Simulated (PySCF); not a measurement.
C₄H₁₀O, SMILES CC(C)(C)O. Atoms are numbered in the order given.

```xyz
15

C     -0.6784     0.5144     1.2565
C      0.0063    -0.0205     0.0000
C     -0.6784     0.5144    -1.2565
C      1.4850     0.3382     0.0000
O     -0.0350    -1.4390     0.0000
H     -0.6251     1.6124     1.3133
H     -0.2027     0.0930     2.1544
H     -1.7443     0.2316     1.2693
H     -0.2027     0.0930    -2.1544
H     -0.6251     1.6124    -1.3133
H     -1.7443     0.2316    -1.2693
H      1.6292     1.4284     0.0000
H      1.9749    -0.0835     0.8899
H      1.9749    -0.0835    -0.8899
H     -0.9614    -1.7031     0.0000
```

Geometry: PBE0-D3(BJ)/def2-SVP. Other conformers were not sampled.

These are PBE0-D3(BJ)/def2-SVP in PySCF values and carry that method's errors.

No scaling factor is applied to the harmonic values.

Question: List the normal modes with their intensities. (An estimate is asked for; the answer gives what the named calculation found.)

Answer: 
```tsv
mode	ν (cm⁻¹)	IR (km/mol)	Raman (Å⁴/amu)	depolarisation	moving atoms (share of kinetic energy)
1	212	1.4	0.0	–	H 99 %
2	269	5.1	0.2	0.75	H 95 %
3	279	0.0	0.0	–	H 96 %
4	314	78.2	2.9	0.75	H 92 %
5	342	1.3	0.5	0.74	C 44 %, H 40 %, O 16 %
6	346	25.8	0.0	–	H 42 %, C 40 %, O 19 %
7	417	0.4	0.1	0.01	H 44 %, C 37 %, O 20 %
8	466	9.4	0.4	0.66	C 44 %, H 36 %, O 20 %
9	475	15.4	0.4	0.75	C 42 %, H 30 %, O 28 %
10	774	1.3	9.3	0.01	C 63 %, H 23 %, O 14 %
11	916	0.4	5.4	0.75	H 61 %, C 39 %
12	931	0.9	4.7	0.75	H 61 %, C 38 %
13	944	0.0	0.0	–	H 82 %, C 18 %
14	969	25.8	5.4	0.75	H 39 %, O 34 %, C 26 %
15	1020	9.8	2.8	0.68	H 69 %, C 30 %
16	1035	1.0	3.7	0.75	H 68 %, C 31 %
17	1163	66.1	4.4	0.63	H 67 %, C 28 %
18	1258	70.4	3.7	0.44	C 67 %, H 27 %
19	1265	21.7	4.4	0.75	C 63 %, H 36 %
20	1349	16.7	3.3	0.75	H 76 %, C 21 %
21	1379	26.0	1.3	0.75	H 69 %, C 31 %
22	1396	30.3	0.5	0.75	H 69 %, C 30 %
23	1407	21.4	2.2	0.67	H 65 %, C 34 %
24	1439	0.1	0.7	0.75	H 96 %
25	1450	0.0	27.8	0.75	H 96 %
26	1454	0.1	30.3	0.75	H 97 %
27	1469	2.1	6.3	0.75	H 92 %
28	1482	3.4	2.9	0.75	H 85 %, C 14 %
29	1489	9.4	1.0	0.71	H 92 %, C 8 %
30	3044	15.2	0.3	0.75	H 97 %
31	3048	22.8	174.5	0.01	H 97 %
32	3063	8.1	182.1	0.00	H 97 %
33	3136	2.7	10.9	0.75	H 91 %, C 9 %
34	3141	40.7	111.6	0.71	H 91 %, C 9 %
35	3160	2.3	15.3	0.75	H 90 %, C 10 %
36	3161	7.9	39.7	0.74	H 90 %, C 10 %
37	3165	21.9	99.4	0.75	H 90 %, C 10 %
38	3169	27.8	101.9	0.74	H 90 %, C 10 %
39	3870	18.9	83.9	0.26	H 94 %
```
